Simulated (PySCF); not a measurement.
Ground-state electric properties of a mixed set of molecules.

All values: B3LYP/def2-SVPD (PySCF) at GFN2-xTB geometries, gas phase, one conformer each. Core orbitals are frozen in the response; Δα² is half the sum of the squared differences of the principal polarisabilities. Dipoles and anisotropies that the point group forbids are given as zero.

Question: Rank by dipole moment, highest first.
A. `[F:1]/[CH:2]=[C:3](/[F:4])[CH2:5][SiH3:6]` with C2–C3–C5–Si6 101°
B. `[CH3:1][CH:2]([CH2:3][C:4]#[N:5])[CH2:6][C:7]#[N:8]` with C1–C2–C3–C4 61°, C1–C2–C6–C7 174°
C. `[N:1]#[C:2][CH2:3][CH2:4][CH2:5][CH2:6][C:7]#[N:8]` with C2–C3–C4–C5 -63°, C3–C4–C5–C6 180°, C4–C5–C6–C7 63° (adiponitrile)
D. `[CH2:1]=[CH:2][CH2:3][c:4]1[cH:5][cH:6][n:7][nH:8]1` with C1–C2–C3–C4 -119°, C2–C3–C4–C5 -122°
E. `[CH3:1][S:2][CH2:3][S:4][SiH2:5][S:6][CH3:7]` with C1–S2–C3–S4 -65°, S2–C3–S4–Si5 -48°, C3–S4–Si5–S6 -167°, S4–Si5–S6–C7 46°

Answer: B (4.63 D), D (2.60 D), E (1.71 D), A (0.79 D), C (0.00 D).

Question: Rank by polarisability anisotropy Δα, lowest first.
A. `[CH3:1][CH:2]([CH2:3][C:4]#[N:5])[CH2:6][C:7]#[N:8]` with C1–C2–C3–C4 61°, C1–C2–C6–C7 174°
B. `[CH3:1][S:2][CH2:3][S:4][SiH2:5][S:6][CH3:7]` with C1–S2–C3–S4 -65°, S2–C3–S4–Si5 -48°, C3–S4–Si5–S6 -167°, S4–Si5–S6–C7 46°
C. `[F:1]/[CH:2]=[C:3](/[F:4])[CH2:5][SiH3:6]` with C2–C3–C5–Si6 101°
D. `[N:1]#[C:2][CH2:3][CH2:4][CH2:5][CH2:6][C:7]#[N:8]` with C2–C3–C4–C5 -63°, C3–C4–C5–C6 180°, C4–C5–C6–C7 63°
E. `[CH2:1]=[CH:2][CH2:3][c:4]1[cH:5][cH:6][n:7][nH:8]1` with C1–C2–C3–C4 -119°, C2–C3–C4–C5 -122°

Answer: A (2.55 Å³), C (3.66 Å³), D (4.88 Å³), E (6.67 Å³), B (7.76 Å³).

Question: Rank by HOMO–LUMO gap, lowest first.
A. `N#CCCCCC#N`
B. `C=CCC1=CC=NN1`
C. `C(=C\F)(/F)C[SiH3]`
D. `CSCS[SiH2]SC`

Answer: D (5.98 eV), B (6.39 eV), C (6.79 eV), A (9.06 eV).

All values together:

```tsv
SMILES	formula	μ (D)	HOMO (eV)	LUMO (eV)	α (Å³)	Δα (Å³)	electrons	α per electron (Å³)
F/C=C(/F)C[SiH3]	C3H6F2Si	0.79	-6.89	-0.10	9.93	3.66	56	0.177
N#CCCCCC#N	C6H8N2	0.00	-9.32	-0.26	11.36	4.88	58	0.196
CC(CC#N)CC#N	C6H8N2	4.63	-9.33	-0.33	11.26	2.55	58	0.194
CSCS[SiH2]SC	C3H10S3Si	1.71	-6.52	-0.55	19.09	7.76	90	0.212
C=CCc1ccn[nH]1	C6H8N2	2.60	-6.73	-0.34	12.36	6.67	58	0.213
```

Conformers: `[F:1]/[CH:2]=[C:3](/[F:4])[CH2:5][SiH3:6]` with C2–C3–C5–Si6 101°; `[N:1]#[C:2][CH2:3][CH2:4][CH2:5][CH2:6][C:7]#[N:8]` with C2–C3–C4–C5 -63°, C3–C4–C5–C6 180°, C4–C5–C6–C7 63°; `[CH3:1][CH:2]([CH2:3][C:4]#[N:5])[CH2:6][C:7]#[N:8]` with C1–C2–C3–C4 61°, C1–C2–C6–C7 174°; `[CH3:1][S:2][CH2:3][S:4][SiH2:5][S:6][CH3:7]` with C1–S2–C3–S4 -65°, S2–C3–S4–Si5 -48°, C3–S4–Si5–S6 -167°, S4–Si5–S6–C7 46°; `[CH2:1]=[CH:2][CH2:3][c:4]1[cH:5][cH:6][n:7][nH:8]1` with C1–C2–C3–C4 -119°, C2–C3–C4–C5 -122°.
